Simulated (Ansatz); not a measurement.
Relaxation of C2H5BCl2O (11 atoms, charge 0, multiplicity 1), to a largest force component of 0.02 eV/Å in at most 50 steps.

Level of theory: Ansatz 0.2.0, RKS PBE0/def2-SVP.

```xyz
11
Properties=species:S:1:pos:R:3
C 0.432 -1.438 -0.926
B -0.441 -0.563 0.141
C -0.117 0.960 0.460
O -0.893 1.438 1.451
Cl 1.598 1.048 1.053
Cl -0.248 1.954 -1.012
H 1.212 -0.766 -1.380
H -0.266 -1.713 -1.747
H 0.036 -0.556 -0.928
H -1.327 -1.088 0.732
H -0.730 2.371 1.657
```

Question: Where does it end, and by what steps?

Answer: The run converged. After 29 steps the energy has fallen by 4.280 eV; H8 moved furthest, 1.41 Å. The start is strongly strained (largest force component 8 eV/Å), so its close contacts needn't be bonds. Parted: B2–H9 (1.17 → 2.22 Å), C3–Cl6 (1.78 → 2.39 Å). Joined: B2–Cl6 (2.78 → 1.96 Å).

```csv
step,energy less start (eV),largest force component (eV/Å),accepted
0,0.0000,8.315,yes
2,-2.7240,1.603,yes
4,-3.5629,0.680,yes
6,-3.9026,0.640,yes
8,-3.9959,0.389,yes
10,-4.0156,0.376,yes
12,-4.0335,0.122,yes
14,-4.0632,0.284,yes
16,-4.1049,0.402,yes
18,-4.1509,0.763,yes
20,-4.2320,0.358,yes
22,-4.2332,0.690,no
24,-4.2758,0.178,yes
26,-4.2762,0.267,no
28,-4.2802,0.030,no
29,-4.2804,0.018,yes
```

```xyz
11
Properties=species:S:1:pos:R:3
C 0.257 -1.040 -1.102
B -0.660 -0.003 -0.325
C -0.009 0.824 0.868
O -0.700 1.302 1.844
Cl 1.671 1.189 0.953
Cl -0.759 1.738 -1.210
H 1.258 -0.649 -1.343
H 0.385 -1.968 -0.519
H -0.223 -1.324 -2.052
H -1.782 -0.338 -0.005
H -0.181 1.918 2.391
```

Time of the run: 94 s on 2 threads of Intel(R) Xeon(R) Platinum 8488C (Sapphire Rapids), on a shared host, peak memory 0.31 GiB.
